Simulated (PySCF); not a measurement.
Compound: C5H11F3Si.
Atom-mapped SMILES: `[CH3:1][CH:2]([CH3:3])[SiH2:4][CH2:5][C:6]([F:7])([F:8])[F:9]` (hydrogens: H10, H11, H12 on C1; H13 on C2; H14, H15, H16 on C3; H17, H18 on Si4; H19, H20 on C5)

Method: PySCF, PBE0-D3(BJ)/def2-SVP geometry optimisation, gas phase.

(1) What internal coordinates does the optimisation give?

## Answers

(1) 
| bond | length (Å) | order |
| --- | --- | --- |
| C1–C2, C2–C3 | 1.529 | single |
| C2–Si4 | 1.894 | single |
| Si4–C5 | 1.902 | single |
| C5–C6 | 1.500 | single |
| C6–F7, C6–F8, C6–F9 | 1.340 | single |
| C1–H10 and 5 like bonds | 1.102 | single |
| C2–H13 | 1.106 | single |
| Si4–H17, Si4–H18 | 1.495 | single |
| C5–H19, C5–H20 | 1.101 | single |

Bonds in one row agree within 0.01 Å and their mean is given. Orders are formal, as drawn. A selection of angles:
| angle | degrees |
| --- | --- |
| C2–C1–H10 | 112.4 |
| H10–C1–H11 | 107.6 |
| C1–C2–C3 | 111.6 |
| C1–C2–Si4 | 112.0 |
| C1–C2–H13 | 108.5 |
| C3–C2–Si4 | 110.3 |
| Si4–C2–H13 | 106.0 |
| C2–Si4–C5 | 109.3 |
| C2–Si4–H17 | 109.6 |
| C5–Si4–H17 | 109.2 |
| H17–Si4–H18 | 109.0 |
| Si4–C5–C6 | 116.1 |
| Si4–C5–H19 | 109.2 |
| C6–C5–H19 | 107.7 |
| H19–C5–H20 | 107.1 |
| C5–C6–F7 | 111.8 |
| F7–C6–F8 | 107.0 |

Torsions: C1–C2–Si4–C5 57° (synclinal); C2–Si4–C5–C6 176° (antiperiplanar); Si4–C5–C6–F7 -63° (synclinal). The mirror-image conformer, all signs reversed, is as good.

All 3 C–F bonds measure 1.339 to 1.340 Å. The 3 C–C bonds span 1.500 Å (C5–C6, drawn single) to 1.529 Å (C2–C3, drawn single), a spread of 0.029 Å. Of the pairs four or more bonds apart, H10···H20 is among the closest relative to their van der Waals radii: 2.51 Å, 104 % of the sum of Bondi's values. Si4 (SiH2 silicon) is tetrahedral (angles from 109.0° to 110.3°).

Point group: C1 (no symmetry element, even within 0.4 Å). PBE0-D3(BJ)/def2-SVP frequencies: not computed here. One conformer, not necessarily the lowest.
